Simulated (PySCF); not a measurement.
**What binds SrS: the parts of the energy along the bond**

State: ¹Σ⁺, singlet, closed shell. RHF-based CCSD(T) in PySCF 2.14 with Sr cc-pwCVDZ-X2C, S aug-cc-pVDZ-DK and Sr cc-pwCVTZ-X2C, S aug-cc-pVTZ-DK (frozen core orbitals: 19; spin-free X2C with a Gaussian nucleus). Correlation energies are extrapolated as n⁻³ (n = 2, 3), Hartree–Fock as (n+1)·exp(−9√n). CV is the change on freezing 15 orbitals instead, in Sr cc-pwCVTZ-X2C, S cc-pCVTZ-DK. All energies in eV from Sr + S.

```tsv
R (Å)	HF/CBS	CCSD corr.	(T)	CV	total
2.1382	-0.412	-1.782	-0.2490	-0.0249	-2.467
2.2354	-1.032	-1.701	-0.2530	-0.0198	-3.006
2.3326	-1.374	-1.640	-0.2611	-0.0157	-3.291
2.4298	-1.507	-1.597	-0.2737	-0.0124	-3.390
2.5270	-1.489	-1.570	-0.2907	-0.0097	-3.359
2.6485	-1.319	-1.556	-0.3181	-0.0071	-3.200
2.7699	-1.046	-1.562	-0.3498	-0.0049	-2.962
```

A fit to the total gives Re = 2.4505 Å, De = 3.393 eV, ωe = 382.8 cm⁻¹, Be = 0.1197 cm⁻¹ (masses 87.9056 and 31.9721 u).

At R = 2.4298 Å the CCSD correlation energy is -0.317502 hartree in the smaller basis and -0.433129 in the larger. Extrapolate it.

(3³·E3 − 2³·E2)/(3³ − 2³) = -0.48181 hartree; the larger basis holds 89.9 % of it.

The T1 diagnostic is 0.040, large enough to doubt a single reference. The open-shell atoms are computed with UHF. Spin–orbit coupling, excitations beyond (T) and corrections to the Born–Oppenheimer picture are left out.
